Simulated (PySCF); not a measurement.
Molecule: `[SiH3]C[C@H]1C=N1`, C3H7NSi.

Geometry (Å), atoms numbered from 1 in this order:
```xyz
12

Si    1.5167   -0.1639    0.3479
C     0.1178   -0.1001   -0.9262
C    -1.2629    0.1803   -0.3852
C    -1.7160   -0.2386    0.9256
N    -1.4225    0.9796    0.9000
H     2.7775   -0.5403   -0.3626
H     1.7158    1.1494    1.0268
H     1.2319   -1.2028    1.3874
H     0.1175   -1.0647   -1.4656
H     0.3849    0.6625   -1.6789
H    -2.0222    0.3972   -1.1508
H    -2.0689   -0.9841    1.6434
```

Geometry PBE0-D3(BJ)/def2-SVP throughout; GIAO in PySCF 2.14.0 with density-fitted response routines, gas phase, one conformer, non-relativistic; equivalent atoms averaged; basis pcSseg-2.

Q: How do the absolute shieldings σ depend on the functional? (a selection of nuclei; ppm; last column core-seconds on shared hosts with different chips, so compare them loosely)

A: 
| functional | kind | C4 | C3 | C2 | N5 | H12 | H6/H7/H8 | H11 | H10 | H9 | core-s |
| --- | --- | --- | --- | --- | --- | --- | --- | --- | --- | --- | --- |
| PBE0 | global hybrid | -2.9 | 155.5 | 168.5 | -103.0 | 20.69 | 27.73 | 29.18 | 29.51 | 29.84 | 32 |
| mPW1PW91 | global hybrid | -3.7 | 154.7 | 167.7 | -104.1 | 20.76 | 27.79 | 29.22 | 29.56 | 29.90 | 30 |
| WP04 | global hybrid | -14.9 | 140.8 | 154.8 | -111.8 | 21.45 | 28.60 | 29.59 | 30.01 | 30.34 | 32 |
| B97-2 | global hybrid | 0.1 | 154.6 | 167.5 | -94.6 | 20.90 | 27.91 | 29.30 | 29.64 | 29.97 | 31 |
| BHandHLYP | global hybrid | -4.9 | 157.9 | 168.4 | -114.0 | 20.69 | 28.06 | 29.38 | 29.82 | 30.17 | 31 |
| CAM-B3LYP | range-separated hybrid | -7.3 | 155.1 | 166.8 | -111.0 | 20.77 | 27.86 | 29.28 | 29.69 | 30.04 | 43 |
| wB97X-D | range-separated hybrid | -3.8 | 156.3 | 169.3 | -105.1 | 20.84 | 27.84 | 29.34 | 29.71 | 30.06 | 42 |
| LC-wPBE | range-separated hybrid | -4.3 | 161.7 | 174.8 | -102.8 | 20.81 | 27.86 | 29.33 | 29.73 | 30.10 | 57 |

Q: Which nucleus among those listed moves most, in ppm?

A: C3 (three-membered-ring carbon): from 140.8 ppm with WP04 to 161.7 ppm with LC-wPBE. The smallest spread is 0.41 ppm, at H11. Proton shifts span only some 12 ppm, so a few tenths of a ppm matter as much there as several ppm in carbon.
